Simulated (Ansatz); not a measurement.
Consider the redistribution: `[CH3][Al]([OH])[Br]` + `[CH3][In]([NH2])[CH2]F` → `[CH3][Al]([OH])[CH2]F` + `[CH3][In]([NH2])[Br]`.

Calculated with Ansatz (gas phase, PBE0-D4/def2-TZVP geometries, no zero-point term in ΔE). CCSD(T)/CBS is the MP2 limit (def2-TZVPP, def2-QZVPP) plus CCSD(T) − MP2 in def2-TZVPP, frozen cores. DFT in def2-TZVPP. B3LYP here is the variant with VWN-RPA as its local correlation; programs differ in this. Elements past krypton have def2 core potentials. For Br, In outer-core shells are correlated without core-valence functions, which leaves a few kJ/mol of doubt a bond. Scalar relativity is left out up to krypton. Each species was taken in one conformer, which may not be the lowest.

| level | ΔE (kcal/mol) | difference from CCSD(T)/CBS |
| --- | --- | --- |
| PBE-D4 | 1.6 | -0.2 |
| r2SCAN-D4 | 1.6 | -0.2 |
| ωB97X-V | 1.4 | -0.4 |
| B2PLYP | 1.4 | -0.4 |
| PBE0 | 1.4 | -0.4 |
| B3LYP | 0.8 | -1.0 |
| HF/def2-TZVPP | -0.7 | -2.5 |
| MP2/def2-TZVPP | 3.1 | 1.3 |
| SCS-MP2/def2-TZVPP | 2.5 | 0.7 |
| CCSD/def2-TZVPP | 2.5 | 0.7 |
| CCSD(T)/def2-TZVPP | 2.8 | 1.0 |
| HF/def2-QZVPP | -0.8 | -2.6 |
| MP2/def2-QZVPP | 2.6 | 0.8 |
| SCS-MP2/def2-QZVPP | 2.0 | 0.2 |
| MP2/CBS(def2) | 2.1 | 0.3 |
| CCSD/CBS(def2) | 1.5 | -0.3 |
| CCSD(T)/CBS | 1.8 | 0 |

Largest T1 diagnostic among the species: 0.013.

In def2-TZVPP, CCSD(T) changes the Hartree–Fock value by +3.5 kcal/mol (the triples alone add +0.3 kcal/mol) and MP2 by +3.8 kcal/mol.
